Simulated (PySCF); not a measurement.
Removing the step error of a finite difference

System: C$_{2}$H$_{9}$BSSi (SMILES CB(C)S[SiH3]), singlet, at a GFN2-xTB geometry. Level: HF/6-31G, polarisability (PySCF). Sums are taken with unrounded values, so a last digit can differ.

Second differences of the energy in a field along z gave a polarisability along z of 53.074 bohr³ at step 0.005 and 53.097 bohr³ at step 0.02 (atomic units).

Extrapolate to zero step.

The leading error of a symmetric difference goes as h², so A(h) = A0 + c h². Then c = (53.097 - (53.074))/(0.02² - 0.005²) = 62.6 (atomic units) and A0 = 53.074 - c × 0.005² = 53.072 bohr³. The analytic value from the same program and level is 53.072 bohr³: the smaller step missed it by 0.002, the extrapolation by 0.000.
